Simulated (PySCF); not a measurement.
Vertical excitations of a molecule C4H7O2, multiplicity 2 from TDA-LC-ωPBE/def2-SVPD (PySCF), as energy in eV (oscillator strength): 5.49 (0.004), 5.58 (0.005), 6.17 (0.001), 6.58 (0.044), 6.81 (0.055), 7.01 (0.006), 7.07 (0.008), 7.38 (0.018), 7.56 (0.009), 7.80 (0.000). Coordinates come from a PBE-D3(BJ)/def2-SVP optimisation. Other conformers were not sampled.

Task: Identify the compound among the candidates.
A. C[C](C)C(=O)O
B. C[CH]OC(C)=O
C. [CH2]COC(C)=O
D. [CH]1COCCO1

Result: D, [CH]1COCCO1
